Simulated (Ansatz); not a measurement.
C4H6N2O2Si⁻, that is Si(NCO)2Me2 with one electron more. Charge -1, multiplicity 2. Geometry PBE-D4/def2-SVP, that of the neutral singlet; atoms count from 1.

```xyz
15

Si    0.092   -0.044   -0.017
N    -0.179    1.573    0.553
C    -0.491    2.678    0.932
O    -0.778    3.763    1.305
N    -1.463   -0.780   -0.251
C    -2.595   -1.188   -0.367
O    -3.697   -1.602   -0.487
C     1.019   -0.998    1.298
H     1.180   -2.048    0.978
H     0.449   -1.009    2.248
H     2.008   -0.537    1.491
C     0.976    0.035   -1.663
H     1.962    0.530   -1.553
H     0.379    0.609   -2.399
H     1.140   -0.984   -2.067
```

The highest occupied level of the charge -1 doublet lies above zero (up to 3.71 eV). By energy differences it is unbound by 2.10 eV (vertical, against the charge 0 singlet, at PBE0-D4/def2-SVP) and held by the finite basis.

Estimate the Mulliken populations from the PBE0/def2-SVP orbitals of Ansatz.


```json
{"atom": "Si1", "charge (e)": "0.48", "spin (α − β)": "0.43"}
{"atom": "N2", "charge (e)": "-0.27", "spin (α − β)": "-0.05"}
{"atom": "C3", "charge (e)": "0.01", "spin (α − β)": "0.22"}
{"atom": "O4", "charge (e)": "-0.28", "spin (α − β)": "0.06"}
{"atom": "N5", "charge (e)": "-0.27", "spin (α − β)": "-0.05"}
{"atom": "C6", "charge (e)": "0.01", "spin (α − β)": "0.22"}
{"atom": "O7", "charge (e)": "-0.28", "spin (α − β)": "0.06"}
{"atom": "C8", "charge (e)": "-0.19", "spin (α − β)": "-0.13"}
{"atom": "H9", "charge (e)": "-0.01", "spin (α − β)": "0.06"}
{"atom": "H10", "charge (e)": "0.00", "spin (α − β)": "0.06"}
{"atom": "H11", "charge (e)": "-0.01", "spin (α − β)": "0.06"}
{"atom": "C12", "charge (e)": "-0.19", "spin (α − β)": "-0.13"}
{"atom": "H13", "charge (e)": "-0.01", "spin (α − β)": "0.06"}
{"atom": "H14", "charge (e)": "0.00", "spin (α − β)": "0.06"}
{"atom": "H15", "charge (e)": "-0.01", "spin (α − β)": "0.06"}
```
Mulliken values depend strongly on the basis.

Where does the spin sit?

Summed by element: Si 0.43, N -0.09, C 0.19, O 0.12, H 0.35, of 1 unpaired in all. Largest on single atoms: Si1 0.43, C3 0.22, C6 0.22.

And the Mayer bond orders between heavy atoms (over 0.3)?

Si1–N2 1.02 (1.74 Å); Si1–N5 1.02 (1.74 Å); Si1–C8 0.81 (1.87 Å); Si1–C12 0.81 (1.87 Å); N2–C3 1.91 (1.21 Å); C3–O4 2.01 (1.18 Å); N5–C6 1.91 (1.21 Å); C6–O7 2.01 (1.18 Å).
